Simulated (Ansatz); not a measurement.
Reaction: SiAsH5 (silylarsane, SMILES [SiH3][AsH2]) → SiAsH4 (SMILES [SiH3][AsH], doublet) + H (doublet) (the As-H bond breaks)
Each species at its own B3LYP-D3(BJ)/def2-TZVP minimum (Ansatz, a quantum-chemistry and plane-wave program).

Total energies in hartree (Ansatz). Open shells are spin-unrestricted; no spin-orbit coupling. Correlated methods leave the cores frozen (noble-gas shells, and filled d and f shells in the p block). No relativity. For partners of very few electrons the exact lower level stands in for a higher one.

| species | HF/def2-TZVPP | CCSD(T)/def2-TZVPP | HF/def2-QZVPP | CCSD(T)/def2-QZVPP | CCSDT(Q)/def2-TZVPP |
|---|---|---|---|---|---|
| 1: SiAsH5 (silylarsane, SMILES [AsH2][SiH3]) | -2526.05022 | -2526.38634 | -2526.10471 | -2526.45828 | -2526.38818 |
| 2: SiAsH4 (SMILES [SiH3][AsH], doublet) | -2525.46268 | -2525.76380 | -2525.51706 | -2525.83427 | -2525.76566 |
| 3: H (doublet) | -0.49981 | -0.49981 | -0.49998 | -0.49998 | -0.49981 |

Question: Work out the bond dissociation energy (electronic) in kcal/mol: take Hartree-Fock from def2-QZVPP, extrapolate the CCSD(T) correlation energy as X^-3 (X = 3, 4), and add CCSDT(Q) - CCSD(T) in def2-TZVPP. 1 hartree = 627.51 kcal/mol.

Answer: 
Species 1: correlation (64·(-0.35357) - 27·(-0.33612))/37 = -0.36630; step -0.00184; E1 = -2526.10471 + (-0.36630) + (-0.00184) = -2526.47285
Species 2: correlation (64·(-0.31721) - 27·(-0.30112))/37 = -0.32895; step -0.00186; E2 = -2525.51706 + (-0.32895) + (-0.00186) = -2525.84787
Species 3: correlation (64·(0.00000) - 27·(0.00000))/37 = 0.00000; step +0.00000; E3 = -0.49998 + (0.00000) + (+0.00000) = -0.49998
-1·E1 +1·E2 +1·E3 = 0.12500 hartree = 78.4 kcal/mol.
